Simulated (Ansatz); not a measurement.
Consider the formal exchange of groups at a B–O bond: `[SiH3]BO[SiH3]` + `BF` → `FBB[SiH3]` + silanol.

Isolated molecules relaxed with PBE0-D4/def2-TZVP in Ansatz; ΔE leaves out vibrations. CCSD(T)/CBS is the MP2 limit (def2-TZVPP, def2-QZVPP) plus CCSD(T) − MP2 in def2-TZVPP, frozen cores. This one scheme is used for every species. Functionals use def2-TZVPP. One conformer a species, not always the lowest.

CCSD(T)/CBS gives +148.8 kJ/mol.

**Question.** Another level gave +146.2 kJ/mol. Which?
A. ωB97X-V/def2-TZVPP
B. MP2/def2-TZVPP
C. LDA (SPW92)/def2-TZVPP
D. CAM-B3LYP/def2-TZVPP

**Answer.** A. ωB97X-V 146.2, CAM-B3LYP 152.1, MP2/def2-TZVPP 156.8, LDA (SPW92) 140.0 kJ/mol.

Largest T1 diagnostic among the species: 0.014.

At CCSD(T), def2-SVP lies +23.0 kJ/mol from the extrapolated value and def2-TZVPP +3.0 kJ/mol. From BLYP to BHLYP (50 % exact exchange), in def2-TZVPP and without D4, ΔE moves by +6.7 kJ/mol.
